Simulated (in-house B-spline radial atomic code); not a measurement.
A run on Rb (an excited or competing configuration) that did not converge. Method: scalar-relativistic (X2C) B97-1, spin-polarised, spherical fractional occupations, exact exchange averaged over the configuration, Fermi nucleus of rms radius 4.2036 fm; computed with an all-electron radial atomic-structure program (B-spline basis).

Command:
```bash
python run_scf.py task.json out
```
Settings (nuclear radius in fm, mass in u):
```
Z                37
configuration    [Ne] 3s2 3p5 3d10 4s2 4p6 4f1 5s1
hamiltonian      x2c
method           b97_1
spin_polarised   True
nucleus          fermi
rms_radius       4.2036
atomic_mass      84.91179
speed_of_light   137.035999084
exact_exchange   averaged over the configuration
```

First and last ten iterations of the last attempt (damped for 15 steps, keeping 80 % of the old Fock matrix, then DIIS):
```
 iter        energy (Eh)    residual
    1       -2970.707000    4.11e-01
    2       -2971.410079    1.85e-01
    3       -2971.787843    1.19e-01
    4       -2971.951751    7.57e-02
    5       -2972.021737    4.80e-02
    6       -2972.051345    3.03e-02
    7       -2972.063767    1.91e-02
    8       -2972.069019    1.21e-02
    9       -2972.071158    8.55e-03
   10       -2972.072179    6.10e-03
  111       -2972.073209    5.89e-05
  112       -2972.073209    3.72e-05
  113       -2972.073209    7.31e-05
  114       -2972.073209    5.02e-05
  115       -2972.073209    2.88e-05
  116       -2972.073209    2.91e-05
  117       -2972.073209    3.04e-05
  118       -2972.073209    3.44e-05
  119       -2972.073209    2.87e-05
  120       -2972.073209    2.88e-05
 not converged after 120 iterations
```

The smallest residual met was 2.6e-05; the threshold is about 4e-07. Over the last five steps the energy moves by less than 3e-07 hartree, but the orbitals didn't meet the threshold. Run time, properties included: 22 s on 1 thread of Arm Neoverse N1 (shared host).
